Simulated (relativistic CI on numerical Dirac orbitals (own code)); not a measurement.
## S²⁺: calculation against measurement

Calculated at this level of theory: Dirac-Coulomb-Breit CI, orbitals from a KLI potential per configuration, model QED (radiative potential, 1s self-energy scaled to tabulated hydrogen-like ionisation energies), valence Slater integrals scaled by 0.85, P86 correlation estimate, and configurations built on the next ion tied to the tabulated ionisation energy (semi-empirical) (own radial code, finite nucleus).

CI space (outside the closed core [Ne]): 3s²3p², 3s²3p3d, 3s²3p4s, 3s²3p4p, 3s²3p4d, 3s²3p5s, 3s²3p4f, 3s3p³, 3p⁴, 3s²3d², 3s3p²3d, 3p²3d², 3s²3d4s, 3s²4s², 3s²3d4p, 3s²3p5p, 3s²4s4p, 3s²3p5d, 3s3p²4s, 3p³3d, 3s²3p5f, 3s²3p5g, 3p³4s, 3s²4p². Levels of other configurations are missing.

```
Configuration  Term (tabulated)  J  Measured (cm⁻¹)  Computed  Error  Purity (%)
       3s²3p²                3P  0              0.0         0      0          96
       3s²3p²                3P  1            298.7       292     -7          96
       3s²3p²                3P  2            833.1       814    -19          96
       3s²3p²                1D  2          11322.7     11734    411          96
       3s²3p²                1S  0          27161.0     26288   -873          94
        3s3p³               5S°  2          58671.9     62689   4017         100
        3s3p³               3D°  1          84019.3     86760   2741          80
        3s3p³               3D°  2          84046.7     86791   2744          80
        3s3p³               3D°  3          84099.4     86849   2749          80
        3s3p³               3P°  2          98745.3    100803   2057          72
        3s3p³               3P°  1          98765.9    100872   2106          73
        3s3p³               3P°  0          98772.2    100895   2123          73
      3s²3p3d               1D°  2         104159.7    103838   -322          62
      3s²3p3d               3F°  2         122118.5    119135  -2984          98
      3s²3p3d               3F°  3         122404.0    119412  -2992          98
      3s²3p3d               3F°  4         122798.6    119795  -3003          98
        3s3p³               3S°  1         138066.6    138918    851          90
      3s²3p3d               3P°  0         143097.1    146760   3663          67
      3s²3p3d             3P° †  1         143117.4    146656   3539          60
      3s²3p3d             3P° †  2         143125.3    146504   3378          58
      3s²3p4s             3P° †  0         146697.4    141986  -4712          90
      3s²3p4s             3P° †  1         146737.5    142197  -4540          87
      3s²3p4s               3P°  2         147147.1    142733  -4414          84
      3s²3p3d               3D°  1         147551.6    147743    191          74
      3s²3p3d               3D°  2         147692.2    147859    167          74
      3s²3p3d               3D°  3         147745.7    147883    137          79
      3s²3p4s               1P°  1         148399.0    145572  -2827          93
        3s3p³               1D°  2         151978.5    154672   2693          60
      3s²3p3d               1F°  3         157610.3    155879  -1731          93
      3s²3p4p                1P  1         167553.3    168929   1375          95
      3s²3p4p                3D  1         169771.4    170984   1213          96
      3s²3p4p                3D  2         170068.7    171278   1209          98
      3s²3p4p                3D  3         170650.5    171869   1219          99
      3s²3p4p                3P  0         172632.8    173608    975          98
      3s²3p4p                3P  1         172787.3    173765    978          91
      3s²3p4p                3P  2         173193.1    174193   1000          97
      3s²3p4p                3S  1         174037.7    174960    923          93
      3s²3p4p                1D  2         176984.4    177959    975          98
      3s²3p4p                1S  0         182759.1    183508    749          97
      3s²3p4d               3F°  2         204580.7    206155   1574          85
      3s²3p4d               3F°  3         205072.5    206554   1482          97
      3s²3p4d               1D°  2         205147.8    206970   1822          81
      3s²3p4d               3F°  4         205562.5    207050   1488         100
      3s²3p4d               3D°  1         206540.4    208248   1708          92
      3s²3p4d               3D°  2         206673.1    208364   1691          81
      3s²3p4d               3D°  3         206912.6    208634   1721          96
      3s²3p4d               3P°  2         207893.0    209309   1416          83
      3s²3p4d               3P°  1         208104.9    209490   1385          91
      3s²3p4d               3P°  0         208212.0    209577   1365          95
      3s²3p5s               3P°  0         209774.9    211059   1284          96
      3s²3p5s               3P°  1         209927.4    211233   1306          89
      3s²3p5s               3P°  2         210699.2    211986   1287          99
      3s²3p4d               1F°  3         211149.3    213060   1911          94
      3s²3p5s               1P°  1         211329.1    212877   1548          92
      3s²3p4d               1P°  1         213542.5    213915    372          92
```

Measured levels from NIST levels in Podobedova, Kelleher and Wiese, J. Phys. Chem. Ref. Data 38, 171 (2009); pairs were made by configuration, J and term (by order where the table uses no LS term), so strongly mixed levels may be paired wrongly.

Mean error by configuration (cm⁻¹): 3s²3p² -122; 3s3p³ 2454; 3s²3p3d -764; 3s²3p4s -3620; 3s²3p4p 1062; 3s²3p4d 1495; 3s²3p5s 1356. Over the excited levels the mean absolute error is 1596 cm⁻¹ (54 of the 56 excited levels that our extract of the source holds in range could be paired, and the others can miss by more), and the median relative error of those above 1,000 cm⁻¹ is 0.75 %. † marks terms whose computed intervals miss the measured ones by more than a factor of 2.5, or configurations far off the rest, from wrong mixing, a near crossing or a doubtful label or measurement; they are left out of the means.
